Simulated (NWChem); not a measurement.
Species: CH$_{3}$NOSi; SMILES N#CO[SiH3]

```xyz
7

N      0.4439     2.3088     0.0000
C     -0.0851     1.2694     0.0000
O     -0.7091     0.1376     0.0000
Si     0.0974    -1.3785     0.0000
H      0.9278    -1.4761    -1.2211
H     -1.0090    -2.3548     0.0000
H      0.9278    -1.4761     1.2211
```
Atoms are numbered in this order, from 1.

Computed with NWChem. Pople sets run with spherical d functions. Coordinates come from a B3LYP/6-31G* (spherical d) optimisation. Level: M06-2X/6-31G* with SMD (1 M gas to 1 M solution), gas-phase geometry. Reactions with the solvent are ignored.

Q: Predict the results for solvent acetonitrile. Quantities: solvation free energy (kcal/mol); cavity-dispersion-structure term (kcal/mol); dipole in solution (D).

A: 
| Quantity | Value |
|---|---|
| solvation free energy (kcal/mol) | -3.6 |
| cavity-dispersion-structure term (kcal/mol) | 2.3 |
| dipole in solution (D) | 5.56 |
